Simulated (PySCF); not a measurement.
C6H9ClO (charge +1 and doublet state).
Numbering: `[OH:1][C@@H:2]1[CH2:3][CH+:4][CH:5][C@@H:6]([Cl:7])[CH2:8]1` (hydrogens: H9 on O1; H10 on C2; H11, H12 on C3; H13 on C4; H14 on C5; H15 on C6; H16, H17 on C8)

Cartesian coordinates in Å at the GFN2-xTB level; atoms count from 1:
```
atom  x, y, z in Å
O1     2.011   -1.209    0.677
C2     1.006   -0.517    0.034
C3     0.983    0.914    0.541
C4    -0.235    1.665    0.199
C5    -1.341    1.097   -0.318
C6    -1.414   -0.371   -0.580
Cl7   -1.026   -0.423   -2.359
C8    -0.392   -1.174    0.197
H9     2.118   -2.108    0.338
H10    1.179   -0.493   -1.066
H11    1.871    1.455    0.187
H12    1.117    0.917    1.634
H13   -0.238    2.720    0.437
H14   -2.205    1.689   -0.577
H15   -2.421   -0.772   -0.461
H16   -0.658   -1.171    1.257
H17   -0.363   -2.206   -0.151
```

The hyperfine couplings belong to this conformer and change with its torsions.

Method: UKS B3LYP, pcH-1 on C Cl H O, non-relativistic, mean-field spin-orbit, GIAO in PySCF. The structure is a single GFN2-xTB conformer in the gas phase; no vibrational or solvent corrections. Couplings are sensitive to structure, and on GFN2-xTB geometries they can be far from those on DFT ones, by a factor of two or more for some ions and for spin on atoms past the first row. The SCF solution wasn't tested for stability.

(1) Give the principal g shifts and their parts.

(2) At 9.693 GHz, how far is the centre of the isotropic spectrum from where a free electron (g = 2.002319) resonates?

(3) How much does each term add to the isotropic shift?

(4) In a frozen sample, at which fields do the three g values resonate at 9.5, 34, 94 and 263 GHz (hyperfine left aside), and which band first spreads them over more than twice a line width of 1.0 mT?

## Answers

(1) 
```json
{"Δg (ppt)": "relativistic mass correction", "1": "-0.21", "2": "-0.21", "3": "-0.21"}
{"Δg (ppt)": "gauge correction", "1": "0.02", "2": "0.03", "3": "0.01"}
{"Δg (ppt)": "orbital Zeeman/spin–orbit", "1": "0.56", "2": "6.16", "3": "25.61"}
{"Δg (ppt)": "total", "1": "0.38", "2": "5.99", "3": "25.41"}
```

So g = 2.00270, 2.00831, 2.02773 and g_iso = 2.01291; the tensor is rhombic: the two nearest values differ by 22 % of g3 − g1. Axes: g2 points within 9° of the C5–H14 bond and g3 points within 12° of the C6–Cl7 bond. The parts are diagonal elements in the principal axes of g·gᵀ, so they add up to the total only to first order.

(2) B = hν/(g μB) with μB/h = 13.99624 MHz/mT gives 345.87 mT for the free electron and 344.05 mT at g_iso, 1.82 mT lower.

(3) The orbital-Zeeman/spin–orbit term 10.78, the mass correction -0.21 and the gauge correction 0.02 ppt, for a total of 10.59 ppt. The orbital-Zeeman/spin–orbit term is the largest in size. The mass correction is the same along every axis, so the anisotropy comes from the other two: their spans along these axes are 0.03 (gauge) and 25.04 ppt (orbital Zeeman/spin–orbit).

(4) 
| band | GHz | B(g3) mT | B(g2) mT | B(g1) mT | spread mT |
| --- | --- | --- | --- | --- | --- |
| X | 9.5 | 334.74 | 337.97 | 338.92 | 4.18 |
| Q | 34.0 | 1198.00 | 1209.59 | 1212.98 | 14.98 |
| W | 94.0 | 3312.12 | 3344.15 | 3353.52 | 41.40 |
| J | 263.0 | 9266.88 | 9356.50 | 9382.72 | 115.84 |

The spread grows in proportion to the frequency. X band is the first where it exceeds 2.0 mT.

The Mulliken spin populations are largest on C5 (+0.30), C4 (+0.24), Cl7 (+0.23) and O1 (+0.10). Three atoms exceed +0.15.

The HOMO–LUMO gaps are 6.02 eV among the α and 1.08 eV among the β orbitals.

The run took 2.5 min wall (grids of density and orbitals included) on one thread of an Arm Neoverse V1, no GPU, shared host with 32 logical CPUs at a one-minute load of 30, and the process peaked at 0.97 GiB of memory.
